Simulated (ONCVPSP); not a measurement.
# Building the ONCV potential for chlorine (PBE, scalar-relativistic).

Input for ONCVPSP 4.0.1:

```
# ATOM AND REFERENCE CONFIGURATION
# atsym  z   nc   nv     iexc    psfile
  Cl 17.00    3    2        4      upf
#
#   n    l    f
    1    0    2.00
    2    0    2.00
    2    1    6.00
    3    0    2.00
    3    1    5.00
#
# PSEUDOPOTENTIAL AND OPTIMIZATION
# lmax
    2
#
#   l,   rc,      ep,       ncon, nbas, qcut
    0    1.10    0.00    3    6    5.50
    1    1.25    0.00    5    9    5.70
    2    0.95    0.24    4    8   11.60
#
# LOCAL POTENTIAL
# lloc, lpopt,  rc(5),   dvloc0
    4    3    0.80    0.00
#
# VANDERBILT-KLEINMAN-BYLANDER PROJECTORs
# l, nproj, debl
    0    2    2.40
    1    3    3.00
    2    2    2.40
#
# MODEL CORE CHARGE
# icmod, fcfact, rcfact
    3    3.50    1.05
#
# LOG DERIVATIVE ANALYSIS
# epsh1, epsh2, depsh
   -2.00    5.00    0.02
#
# OUTPUT GRID
# rlmax, drl
    6.00    0.01
#
# TEST CONFIGURATIONS
# ncnf
    4
# nvcnf
#   n    l    f
    2
    3    0    2.00
    3    1    4.00
#
    2
    3    0    2.00
    3    1    3.00
#
    2
    3    0    2.00
    3    1    2.00
#
    2
    3    0    2.00
    3    1    4.50
#
```

Command:

```bash
oncvpsp.x < Cl.dat > Cl.out
```

Resulting log (shortened: citation, most of the input echo, consistency checks and plot data are left out):

```
ONCVPSP  (Optimized Norm-Conservinng Vanderbilt PSeudopotential)
scalar-relativistic version 4.0.1

#   n    l    f        energy (Ha)
    1    0    2.00    -1.0110868E+02
    2    0    2.00    -9.2864454E+00
    2    1    6.00    -7.0422518E+00
    3    0    2.00    -7.6041725E-01
    3    1    5.00    -3.1586689E-01

Reference configufation results
  iterations    23
  all-electron total energy (Ha)   -4.61433302D+02

Begin loop to  construct optimized pseudo wave functions
and semi-local pseudopoentials for all angular momenta

   Wellstate for l =  0  n =  5
     eigenvalue =   1.6396
     asymptotic potential =   2.1396
     half-point radius =  3.9034

Calculating optimized projector #   1

 for l=   0

    Fraction of norm inside rc  0.230373
    Optimizing pswf for qcut=   5.49 a_B^-1,  ecut=  15.09 Ha
    Residual kinetic energy error=  1.16D-03 Ha

    Energy error per electron        Cutoff
         Ha          eV             Ha
         0.01000     0.27211       11.05
         0.00100     0.02721       15.50
         0.00010     0.00272       43.23
         0.00001     0.00027       89.00

Calculating optimized projector #   2

 for l=   0

    Fraction of norm inside rc  0.057370
    Optimizing pswf for qcut=   5.49 a_B^-1,  ecut=  15.09 Ha
    Residual kinetic energy error=  2.91D-03 Ha

    Energy error per electron        Cutoff
         Ha          eV             Ha
         0.01000     0.27211       10.78
         0.00100     0.02721       52.93
         0.00010     0.00272      111.91

   Wellstate for l =  1  n =  5
     eigenvalue =   2.6841
     asymptotic potential =   3.1841
     half-point radius =  3.2500

   Wellstate for l =  1  n =  6
     eigenvalue =   5.6841
     asymptotic potential =   6.1841
     half-point radius =  2.9829

Calculating optimized projector #   1

 for l=   1

    Fraction of norm inside rc  0.235196
    Optimizing pswf for qcut=   5.71 a_B^-1,  ecut=  16.33 Ha
    Residual kinetic energy error=  3.44D-04 Ha

    Energy error per electron        Cutoff
         Ha          eV             Ha
         0.01000     0.27211        5.25
         0.00100     0.02721        8.04
         0.00010     0.00272       83.96
         0.00001     0.00027      160.80

Calculating optimized projector #   2

 for l=   1

    Fraction of norm inside rc  0.090006
    Optimizing pswf for qcut=   5.71 a_B^-1,  ecut=  16.33 Ha
    Residual kinetic energy error=  9.60D-03 Ha

    Energy error per electron        Cutoff
         Ha          eV             Ha
         0.01000     0.27211        9.98
         0.00100     0.02721      173.23
         0.00010     0.00272      211.74
         0.00001     0.00027      231.78

Calculating optimized projector #   3

 for l=   1

    Fraction of norm inside rc  0.060243
    Optimizing pswf for qcut=   5.71 a_B^-1,  ecut=  16.33 Ha
    Residual kinetic energy error=  1.02D-02 Ha

    Energy error per electron        Cutoff
         Ha          eV             Ha
         0.01000     0.27211       16.82
         0.00100     0.02721      242.25
         0.00010     0.00272      275.37
         0.00001     0.00027      297.22

   Wellstate for l =  2  n =  3
     eigenvalue =   0.2400
     asymptotic potential =   0.7400
     half-point radius =  6.0484

   Wellstate for l =  2  n =  4
     eigenvalue =   2.6400
     asymptotic potential =   3.1400
     half-point radius =  2.3228

Calculating optimized projector #   1

 for l=   2

    Fraction of norm inside rc  0.031461
    Optimizing pswf for qcut=  11.62 a_B^-1,  ecut=  67.47 Ha
    Residual kinetic energy error=  1.81D-05 Ha

    Energy error per electron        Cutoff
         Ha          eV             Ha
         0.01000     0.27211       23.41
         0.00100     0.02721       42.42
         0.00010     0.00272       57.25
         0.00001     0.00027       86.71

Calculating optimized projector #   2

 for l=   2

    Fraction of norm inside rc  0.148642
    Optimizing pswf for qcut=  11.62 a_B^-1,  ecut=  67.47 Ha
    Residual kinetic energy error=  2.70D-04 Ha

    Energy error per electron        Cutoff
         Ha          eV             Ha
         0.01000     0.27211       44.20
         0.00100     0.02721       60.01
         0.00010     0.00272       74.45
         0.00001     0.00027      161.53

Construct Vanderbilt / Kleinmman-Bylander projectors

B matrix Hermiticity error, ll=   0
   1   2   -1.2960E-04

  Orthonormal projector coefficients  1.6250E+01  4.0811E+00

B matrix Hermiticity error, ll=   1
   1   2   -1.6608E-04
   1   3    3.1500E-04
   2   3    1.3797E-04

  Orthonormal projector coefficients -1.0559E+02  1.3202E+01  2.8618E+00

B matrix Hermiticity error, ll=   2
   1   2    5.6186E-05

  Orthonormal projector coefficients -8.8369E+00 -2.2946E+00

Model core correction analysis
  based on d2Exc/dn_idn_j

d2excae - all-electron derivatives

   -3.535949D-02   -2.919261D-02
   -2.919331D-02   -2.694469D-02

d2excps - pseudofunction derivatives with no core correction

   -3.713546D-02   -3.057930D-02
   -3.058037D-02   -2.788914D-02

rms 2nd derivative error    1.404714E-03

rmatch, rhocmatch    0.8246    3.0893

Teter function model core charge with specified parameters

d2excps - pseudofunction derivatives with core correction

   -3.674754D-02   -3.027340D-02
   -3.027468D-02   -2.765350D-02

rms 2nd derivative error    1.091623E-03

Pseudoatom total energy  -14.931850

Diagnostic tests using Vanderbilt-Kleinman-Bylander pseudopotentials
  1 or more projectors used as specified by nproj input data

   l    rcore       rmatch      e in        delta e   norm test  slope test

   0   1.1055163   1.1390821  -0.7604173  -0.0000418   0.9999887   1.0001494
   0   1.1055163   1.1390821   1.6395827   0.0005940   1.0001453   1.0001453

   1   1.2534953   1.2915542  -0.3158669   0.0000030   1.0000422   1.0000165
   1   1.2534953   1.2915542   2.6841331   0.0000130   1.0002613   1.0002613
   1   1.2534953   1.2915542   5.6841331   0.0000364   1.0003524   1.0003524

   2   0.9519532   0.9808566   0.2400000   0.0000513   1.0001282   1.0001282
   2   0.9519532   0.9808566   2.6400000   0.0000650   1.0002227   1.0002227

 Testing for bound ghosts
   n   l    E NL Schr. Eq   E Basis Diag.   E Cutoff

   1   0       -0.760459       -0.728932    101.58

       1                       -4.838962    316.87  WARNING - GHOST(-)
   2   1       -0.315864       -0.277838    316.87

 Testing for highly-localized positive-energy ghosts
       l    <radius>/rc     E Basis Diag.   E Cutoff

       0        0.520051        5.725663    101.58  WARNING - GHOST(+)

       1        0.954053       50.842193    316.87  WARNING - GHOST(+)

       1        0.272980      148.264474    316.87  WARNING - GHOST(+)

Test configuration 0

   n   l     f        eae           eps        diff
   1   0  2.0000 -101.10868280
   2   0  2.0000   -9.28644538
   2   1  6.0000   -7.04225176
   3   0  2.0000   -0.76041725   -0.76045903   -4.18D-05
   3   1  5.0000   -0.31586689   -0.31586386    3.03D-06

    Total energies and differences
      AE_ref= -4.61433302D+02  AE_tst= -4.61433302D+02  dif=  0.00D+00
      PS_ref= -1.49318503D+01  PS_tst= -1.49318503D+01  dif=  4.80D-14
      PSP excitation error= -4.80D-14

Test configuration 1

   n   l     f        eae           eps        diff
   1   0  2.0000 -101.58997250
   2   0  2.0000   -9.75782389
   2   1  6.0000   -7.51474620
   3   0  2.0000   -1.17943899   -1.17936628    7.27D-05
   3   1  4.0000   -0.71388463   -0.71378954    9.51D-05

    Total energies and differences
      AE_ref= -4.61433302D+02  AE_tst= -4.60923400D+02  dif=  5.10D-01
      PS_ref= -1.49318503D+01  PS_tst= -1.44219336D+01  dif=  5.10D-01
      PSP excitation error= -1.38D-05

Test configuration 2

   n   l     f        eae           eps        diff
   1   0  2.0000 -102.16287788
   2   0  2.0000  -10.31132582
   2   1  6.0000   -8.07035097
   3   0  2.0000   -1.65066312   -1.65007934    5.84D-04
   3   1  3.0000   -1.16439521   -1.16380956    5.86D-04

    Total energies and differences
      AE_ref= -4.61433302D+02  AE_tst= -4.59988241D+02  dif=  1.45D+00
      PS_ref= -1.49318503D+01  PS_tst= -1.34869949D+01  dif=  1.44D+00
      PSP excitation error=  2.06D-04

Test configuration 3

   n   l     f        eae           eps        diff
   1   0  2.0000 -102.81896836
   2   0  2.0000  -10.93703232
   2   1  6.0000   -8.69929363
   3   0  2.0000   -2.16371979   -2.16182003    1.90D-03
   3   1  2.0000   -1.65791535   -1.65601089    1.90D-03

    Total energies and differences
      AE_ref= -4.61433302D+02  AE_tst= -4.58580469D+02  dif=  2.85D+00
      PS_ref= -1.49318503D+01  PS_tst= -1.20802772D+01  dif=  2.85D+00
      PSP excitation error=  1.26D-03

Test configuration 4

   n   l     f        eae           eps        diff
   1   0  2.0000 -101.33708112
   2   0  2.0000   -9.51096942
   2   1  6.0000   -7.26722044
   3   0  2.0000   -0.96249087   -0.96250477   -1.39D-05
   3   1  4.5000   -0.50749013   -0.50746948    2.06D-05

    Total energies and differences
      AE_ref= -4.61433302D+02  AE_tst= -4.61228144D+02  dif=  2.05D-01
      PS_ref= -1.49318503D+01  PS_tst= -1.47266781D+01  dif=  2.05D-01
      PSP excitation error= -1.43D-05
```

Note: ghosts flagged at negative energy: p at -131.7 eV; GHOST(+) flagged for s at 155.8 eV. A true bound ghost makes a file unfit for plane-wave use.

The run took about 3 s on one core of a shared server CPU.
